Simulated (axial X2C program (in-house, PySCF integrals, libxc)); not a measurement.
What spin–orbit coupling does to NiSi

Calculated with an in-house all-electron X2C program for linear molecules (integrals from PySCF). Spin-free means the one-electron spin-free X2C Hamiltonian; two-component (2c) means X2C with spin–orbit coupling and atomic mean-field two-electron Coulomb and Gaunt terms, so the difference of the two also holds small scalar two-electron terms. Basis: Ni dyall-cv3z [9s9p6d3f2g], Si dyall-v3z [8s7p2d1f] (cores contracted in-house); Gaussian nuclei, density fitting, unrestricted open shells. Masses: Ni 57.935 u, Si 27.977 u.

Spin-free state: M_S = 0, Λ = 3 (beyond evenly filled blocks: π+α, δ+α, δ+β, δ-β); fragments Ni + Si.

```csv
level,Re (Å),ωe (cm⁻¹),De (eV),μ (D)
PBE0,2.184,375.7,2.126,-1.68
HF,2.366,260.9,-1.182,-2.97
CCSD,2.179,371.3,1.743,n/a
CCSD(T),2.152,406.1,n/a,n/a
B97-3,2.209,356.0,2.178,-1.61
```

Correlated methods: 14 electrons correlated (number of frozen shells: Ni 3 s, 2 p; Si 2 s, 1 p), 220 virtual spin orbitals or spinors in MP2, 90 natural virtuals in coupled cluster.

Dipoles are positive if Si is the positive end.

Two-component determinant lowest at the distance of the search:

Ω = 3 (⟨Sz⟩ = 0.00, ⟨Lz⟩ = 3.00 at HF); fragments Ni + Si.

```
  level  Re (Å)  ωe (cm⁻¹)  De (eV)  μ (D)
   PBE0   2.184      376.0      n/a  -1.68
     HF   2.365      260.6   -1.210  -2.95
   CCSD   2.178      372.2    1.722    n/a
CCSD(T)   2.152      407.6      n/a    n/a
  B97-3   2.209      356.4      n/a  -1.61
```

Question: From the two tables, how do the constants change at the CCSD(T) level (2c against spin-free)?

Answer: At the CCSD(T) level Re is unchanged within 0.001 Å and ωe goes up by 1.5 cm⁻¹.

The state is a single determinant with fixed occupations, the lowest that a limited PBE0 search found. De is counted from the lowest determinant-based energies of the atoms at the same level, without counterpoise correction. De is not given where an atomic determinant may have missed its ground term or J level, or where the truncated virtual space spoils (T). Density functionals use the spin component along the axis (collinear). CCSD and (T) use frozen natural virtuals with an MP2 correction for the truncation; (T) itself is uncorrected, so its De runs slightly low. The 2c atoms are single determinants rather than J levels; their spin–orbit lowering is only partly caught, and De is too large by that part. This holds for CCSD. Other states lie close and PBE0, whose exact exchange favours high spin, may order them wrongly; the determinant shown need not be the ground state. The nearest other spin-free determinant of the search, M_S = 1, Λ = 1, lies 0.005 eV up at the distance of the search. The functionals have no current-density term, which raises determinants with orbital currents, atoms included. With several unpaired electrons one determinant need not be a pure state. A state of lower Ω lies just above, and one determinant can place such states too high, so the state shown need not be the lowest. The search has Ω = 2 only 0.01 eV up. Some points did not converge and are left out. The determinant is spin-polarised beyond a pure state at some levels (its spin-free form has ⟨S²⟩ too high), which makes Re and μ there less reliable. The T1 diagnostic is large, a sign of multireference character.
